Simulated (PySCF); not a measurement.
CHI2, SMILES I[CH]I, multiplicity 2.

Geometry: PBE-D3(BJ)/def2-SVP. The isomer is the one that the SMILES or the coordinates give; other isomers of the formula were not compared. The def2 effective core potentials stand for the cores of I; spin–orbit coupling is left out.

Method: PBE-D3(BJ)/def2-SVP (PySCF).

Frequencies are harmonic and unscaled.

```csv
mode,ν (cm⁻¹),IR (km/mol),moving atoms (share of kinetic energy)
1,126,0.2,I 93 %
2,277,42.1,"H 63 %, C 35 %"
3,504,3.6,"C 72 %, H 17 %, I 10 %"
4,682,100.0,C 86 %
5,1071,75.3,"H 91 %, C 8 %"
6,3148,3.5,"H 92 %, C 8 %"
```
